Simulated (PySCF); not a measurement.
C2H8GaN, SMILES [CH3][Ga]([CH3])[NH2], PBE0/def2-SVP optimised geometry.

```
12

Ga    -0.08    -0.14     0.00
C      1.89    -0.14     0.00
H      2.30     0.88     0.00
H      2.27    -0.66    -0.89
H      2.27    -0.67     0.88
C     -1.23    -1.74     0.00
H     -1.04    -2.35    -0.90
H     -2.30    -1.48     0.01
H     -1.02    -2.37     0.87
N     -0.91     1.48     0.00
H     -1.92     1.61     0.00
H     -0.43     2.37     0.00
```

Density from PySCF with PBE0/def2-TZVP at that geometry.

Minimum of the electron density along straight lines between bonded atoms, close to the bond critical point (lines longer than 1.1 times the sum of covalent radii, or with two minima, are not listed):

```csv
bond,length / Å,ρ at the minimum / e bohr⁻³,∇²ρ there / e bohr⁻⁵,position (fraction from the first atom)
Ga1–C2,1.969,0.114,0.20,0.48
C2–H3,1.100,0.267,-0.87,0.64
C2–H4,1.102,0.265,-0.86,0.64
C2–H5,1.102,0.265,-0.86,0.64
Ga1–C6,1.969,0.114,0.20,0.48
C6–H7,1.102,0.265,-0.86,0.64
C6–H8,1.100,0.267,-0.87,0.64
C6–H9,1.102,0.265,-0.86,0.64
Ga1–N10,1.821,?,?,0.48
N10–H11,1.013,0.333,-1.61,0.74
N10–H12,1.013,0.333,-1.61,0.74
```

Some entries are withheld; supply them.


- Ga1–N10, ρ at the minimum / e bohr⁻³: 0.132
- Ga1–N10, ∇²ρ there / e bohr⁻⁵: 0.59
